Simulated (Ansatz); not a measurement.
Start from `N=C([SiH3])[SiH3]` and change one atom or group to get `N=C[SiH3]`.

Ansatz, PBE0-D4/def2-TZVP geometries, multiplicity 1. Each molecule was computed in one conformer, which needn't be the lowest.

```
                                      property  `N=C([SiH3])[SiH3]`
           LUMO energy (B3LYP/def2-TZVPP) / eV                -1.60
         HOMO energy (ωB97M-V/def2-TZVPP) / eV                -9.24
             LUMO energy (PBE/def2-TZVPP) / eV                -2.47
           HOMO–LUMO gap (PBE/def2-TZVPP) / eV                 3.21
zero-point energy (PBE0-D4/def2-TZVP) / kJ/mol                184.7
size of the dipole moment (PBE/def2-TZVPP) / D                 1.34
```

(1) What does the change do to each property? (Estimate.)

Results:

(1) Ansatz gave: 
```
                                      property  `N=C[SiH3]`  shift
           LUMO energy (B3LYP/def2-TZVPP) / eV        -1.20   0.40
         HOMO energy (ωB97M-V/def2-TZVPP) / eV        -9.80  -0.56
             LUMO energy (PBE/def2-TZVPP) / eV        -2.07   0.40
           HOMO–LUMO gap (PBE/def2-TZVPP) / eV         3.93   0.72
zero-point energy (PBE0-D4/def2-TZVP) / kJ/mol        145.2  -39.5
size of the dipole moment (PBE/def2-TZVPP) / D         1.70   0.36
```

With PBE0 the HOMO falls by 0.46 eV and the LUMO rises by 0.43 eV, so the gap widens by about 0.89 eV. PBE moves the HOMO by -0.32 eV and ωB97M-V by -0.56 eV. The zero-point energy changes by -39.5 kJ/mol with -9 modes. Dipoles are sizes alone; their direction can turn.

B3LYP here is the variant with VWN-RPA as its local correlation; programs differ in this.
